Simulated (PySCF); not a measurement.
Geometry:
| atom | x (Å) | y (Å) | z (Å) |
| --- | --- | --- | --- |
| C1 | -4.504 | 0.449 | -0.701 |
| C2 | -3.177 | 0.565 | -0.759 |
| C3 | -2.240 | 0.363 | 0.390 |
| C4 | -1.144 | -0.704 | 0.056 |
| Si5 | 0.032 | 0.730 | -0.350 |
| C6 | 1.790 | 0.690 | 0.318 |
| C7 | 2.685 | -0.347 | -0.363 |
| C8 | 4.100 | -0.385 | 0.194 |
| C9 | -1.334 | 1.620 | 0.620 |
| H10 | -5.012 | 0.186 | 0.233 |
| H11 | -5.131 | 0.609 | -1.581 |
| H12 | -2.709 | 0.830 | -1.718 |
| H13 | -2.834 | 0.099 | 1.281 |
| H14 | -1.433 | -1.463 | -0.683 |
| H15 | -0.818 | -1.222 | 0.973 |
| H16 | 0.069 | 1.079 | -1.809 |
| H17 | 2.228 | 1.699 | 0.211 |
| H18 | 1.739 | 0.495 | 1.405 |
| H19 | 2.228 | -1.348 | -0.268 |
| H20 | 2.723 | -0.143 | -1.448 |
| H21 | 4.599 | 0.592 | 0.080 |
| H22 | 4.719 | -1.138 | -0.318 |
| H23 | 4.098 | -0.629 | 1.269 |
| H24 | -1.058 | 1.707 | 1.684 |
| H25 | -1.763 | 2.579 | 0.297 |

Geometry: PBE0-D3(BJ)/def2-SVP; GIAO shifts from PySCF, gas phase, non-relativistic, averaged over equivalent atoms.

At PBE0/pcSseg-1 (240 basis functions, 58 s wall time on 1 thread of an Arm Neoverse V2, shared host):
```
      atoms  δ (ppm)
         C2    154.6
         C1    117.8
         C3     42.8
         C6     21.0
         C8     20.4
      C4/C9     20.0
         C7     19.7
        Si5      3.3
        H12     6.34
        H10     5.19
        H11     5.11
        H16     5.00
        H13     3.04
    H15/H24     1.45
    H19/H20     1.18
H21/H22/H23     1.05
    H14/H25     0.87
    H17/H18     0.65
```

δ = σ(ref) − σ, references computed at the same level: 13C (σref 184.41), 29Si (σref 351.99), 1H (σref 31.27) against TMS.

Question: What do these become at KT2/pcSseg-1?

Answer: 
```
      atoms  δ at KT2/pcSseg-1  change
         C2              144.9    -9.7
         C1              108.2    -9.6
         C3               47.2    +4.4
         C6               23.3    +2.3
         C8               21.0    +0.6
      C4/C9               22.3    +2.3
         C7               21.7    +2.0
        Si5                4.0    +0.7
        H12               6.23   -0.11
        H10               4.98   -0.21
        H11               4.89   -0.22
        H16               5.20   +0.20
        H13               3.20   +0.16
    H15/H24               1.65   +0.20
    H19/H20               1.26   +0.08
H21/H22/H23               1.07   +0.02
    H14/H25               1.02   +0.15
    H17/H18               0.78   +0.13
```

Referencing at the same level of theory: 13C (σ = 183.22 ppm) and 29Si (σ = 361.05 ppm) and 1H (σ = 31.18 ppm) against TMS.

The largest change is at C2 (alkene CH). Cost: 240 basis functions, 68 s wall time on 1 thread of an Arm Neoverse V2, shared host. The order of the carbon signals changes between the two levels.
